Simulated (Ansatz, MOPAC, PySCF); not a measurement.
Complex: HF (SMILES F) (first 2 atoms) with HCl (SMILES Cl); geometry from B3LYP-D3(BJ)/def2-TZVP, rigid monomers moved along the line of their centres of mass till H2···Cl3 is 2.63 Å.
(charge 0, multiplicity 1):
| atom | x (Å) | y (Å) | z (Å) |
|---|---|---|---|
| F | -0.0125 | -0.0839 | -0.1391 |
| H | 0.1544 | 0.1338 | 0.7509 |
| Cl | -0.0317 | 0.5400 | 3.3457 |
| H | -1.2464 | 0.1226 | 3.3269 |

Counterpoise-corrected where a basis set is named; no monomer relaxation.

Frozen-core correlation. CBS(a, b) extrapolates the correlation energy as X⁻³ and adds the Hartree–Fock energy of set b. The state that PM7 reach isn't checked; PM7 holds dispersion and hydrogen-bond terms.

The values were computed with Ansatz (Gaussian orbitals); MOPAC for PM7 (differences of heats of formation); PySCF for the dispersion terms. Each number belongs to the level named beside it.

```tsv
level	interaction energy (meV)
PM7	-51.1
HF/aug-cc-pV(D+d)Z	-77.6
HF/aug-cc-pV(Q+d)Z	-78.1
PBE/def2-TZVPPD	-118.0
PBE0-D4/def2-TZVPPD	___
MP2/aug-cc-pV(T+d)Z	___
MP2/CBS(aug-cc-pV(T+d)Z, aug-cc-pV(Q+d)Z)	-113.0
CCSD(T)/aug-cc-pV(Q+d)Z	-110.7
CCSD(T)/CBS(aug-cc-pV(T+d)Z, aug-cc-pV(Q+d)Z)	-112.7
```

Task: Some entries are withheld; supply them.

Result: 
- PBE0-D4/def2-TZVPPD, interaction energy (meV): -121.9
- MP2/aug-cc-pV(T+d)Z, interaction energy (meV): -108.2

Ansatz is a quantum-chemistry and plane-wave program.
